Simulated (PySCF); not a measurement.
GeF₄: one-bond stretch

Level of theory: B3LYP/[Ge def2-TZVP, F def2-TZVP], no relativity, density fitting, PySCF.

Rigid scan from the singlet minimum (Ge–F 1.702 Å (×4); F–Ge–F 109.5° (×6)). Coordinate: the bond from Ge to the last atom (F) scaled, the rest fixed. Energies in kJ/mol from the minimum.

```
scale of one bond  E (kJ/mol)  dipole size (D)
             0.92        38.1             0.56
             0.96         8.3             0.28
             1.00         0.0             0.00
             1.05         9.8             0.35
             1.12        46.0             0.82
             1.20       103.0             1.35
             1.35       218.8             2.24
             1.55       353.6                –
             1.80       474.5                –
             2.20       584.7                –
```

At long bonds a restricted determinant can lie too high, and another spin state can fall below this curve.

Other isomers or separated fragments may lie lower.
